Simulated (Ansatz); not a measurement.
GeMeH3 (CH₆Ge), relaxed as a singlet with RKS PBE-D4/def2-TZVP in Ansatz, starting from the GFN2-xTB geometry. Force threshold 0.02 eV/Å.

Start:

```xyz
8

Ge   -0.2811   -0.7649    0.4243
C     0.3182    0.8658   -0.4802
H    -0.4870    1.5941   -0.5347
H     0.6451    0.6463   -1.4937
H     1.1498    1.3184    0.0542
H     0.8032   -1.7919    0.4758
H    -1.4481   -1.3808   -0.2769
H    -0.7001   -0.4869    1.8313
```

```json
{"step": "1", "energy (eV)": "-57642.9402", "largest force component (eV/Å)": "0.960", "SCF passes": "16"}
{"step": "2", "energy (eV)": "-57643.0247", "largest force component (eV/Å)": "0.184", "SCF passes": "19"}
{"step": "3", "energy (eV)": "-57643.0292", "largest force component (eV/Å)": "0.006", "SCF passes": "21"}
```

Force components are those of the run's own axes.

End:

```xyz
8

Ge   -0.282   -0.769    0.426
C     0.320    0.870   -0.482
H    -0.497    1.601   -0.528
H     0.643    0.639   -1.506
H     1.162    1.317    0.060
H     0.859   -1.814    0.470
H    -1.489   -1.390   -0.321
H    -0.715   -0.454    1.880
```

By distances, no bond broke or formed. The bond that changes most is Ge1–H8, from 1.49 to 1.55 Å (atoms count from 1).

No frequencies were taken in this run, so the end may be a saddle point.

Run time 1.4 s (4 threads of Arm Neoverse V2 on a shared host).
